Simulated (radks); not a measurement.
Question: All-electron atom: Yb+ in [Xe] 4f14 6s1. All-electron calculation, Dirac Kohn-Sham, XLYP, spin-unpolarised, spherical densities, finite nucleus; Fermi nuclear charge, rms radius 5.3108 fm. Program: a radial shooting solver on a logarithmic mesh with Libxc functionals.

Spin-orbit splittings of the eigenvalues, e(l+1/2) - e(l-1/2), with zeta = 2 splitting/(2l+1) and mean radii in bohr:

shell  occ.  splitting (eV)  zeta (eV)  <r> j=l-1/2  <r> j=l+1/2
2p        6            1047      698.3      0.06871      0.07621
3p        6               ?          ?       0.2060       0.2201
3d       10           48.58      19.43       0.1935       0.1978
4p        6           50.35      33.57       0.4956       0.5280
4d       10           9.165      3.666       0.5534       0.5650
4f       14           1.318     0.3765       0.7753       0.7989
5p        6           6.101      4.067        1.368        1.487

Estimate the 3p splitting.

Answer: 222.3 eV (zeta = 148.2 eV).
